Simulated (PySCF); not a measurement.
Compound: methane selenol, CH₄Se.
Numbering: `[CH3:1][SeH:2]` (hydrogens: H3, H4, H5 on C1; H6 on Se2)

Method: PySCF, PBE0-D3(BJ)/def2-TZVP geometry optimisation, gas phase.

(1) What internal coordinates does the optimisation give?

## Answers

(1) 
```json
{"bond": "C1–Se2", "length (Å)": "1.949", "order": "single"}
{"bond": "C1–H3, C1–H4, C1–H5", "length (Å)": "1.088", "order": "single"}
{"bond": "Se2–H6", "length (Å)": "1.468", "order": "single"}
```

Bonds in one row agree within 0.01 Å and their mean is given. Orders are formal, as drawn. A selection of angles:
```json
{"angle": "Se2–C1–H3", "degrees": "110.5"}
{"angle": "Se2–C1–H5", "degrees": "106.0"}
{"angle": "H3–C1–H4", "degrees": "110.9"}
{"angle": "H3–C1–H5", "degrees": "109.4"}
{"angle": "C1–Se2–H6", "degrees": "95.3"}
```

Point group: Cs (tolerance 0.08 Å). PBE0-D3(BJ)/def2-TZVP frequencies: not computed here.
